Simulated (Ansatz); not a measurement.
`CO[SiH2]C` + `SS` → `C[SiH2]SS` + CH₃OH at 400 K and 1 bar (ligand exchange at the Si–O bond).

Program: Ansatz. Geometries: PBE0-D4/def2-TZVP. ΔE: electronic, gas phase. CCSD(T)/CBS is the MP2 limit (def2-TZVPP, def2-QZVPP) plus CCSD(T) − MP2 in def2-TZVPP, frozen cores. This one scheme is used for every species. One conformer a species, not always the lowest.

| species | CCSD(T)/CBS energy (Eh) | H − E (kJ/mol) | S (J/(mol·K)) |
| --- | --- | --- | --- |
| `CO[SiH2]C` | -445.20896 | 284.1 | 369.4 |
| `SS` | -796.74576 | 65.3 | 266.1 |
| `C[SiH2]SS` | -1126.32699 | 204.7 | 385.3 |
| CH₃OH | -115.61712 | 151.2 | 252.6 |

H − E and S are ideal-gas, rigid-rotor, harmonic terms from PBE0-D4/def2-TZVP, for one conformer and one mirror image of each species. 1 Eh = 2625.50 kJ/mol, R = 8.31446 J/(mol·K).

Question: By hand: ΔE, ΔH, ΔS and ΔG.

Answer: ΔE = (-1126.32699) + (-115.61712) − (-445.20896) − (-796.74576) = 0.01061 Eh = 27.9 kJ/mol. Δ(H − E) = 204.7 + 151.2 − 284.1 − 65.3 = 6.5, so ΔH = 34.4 kJ/mol. ΔS = 385.3 + 252.6 − 369.4 − 266.1 = 2.4 J/(mol·K). ΔG = 34.4 − 400 × (2.4)/1000 = 33.4 kJ/mol.

Question: By hand: the equilibrium constant, and the temperature at which ΔG would vanish if ΔH and ΔS stayed fixed.

Answer: log₁₀ K = −ΔG/(RT ln 10) = -4.4. ΔG = 0 at ΔH/ΔS = 14333 K, far beyond where these terms or the molecules hold.

The number of gas molecules stays the same, so ΔS is small and ΔH decides. A doubt of 5 kJ/mol in ΔE shifts log₁₀ K by 0.7 here. Other conformers and mirror images would add mixing entropy, several J/(mol·K) or more a flexible species. These are equilibria of isolated gas molecules and say nothing of rates. Largest T1 diagnostic: 0.011 (customary marks: 0.02 for closed shells, 0.045 for open ones).
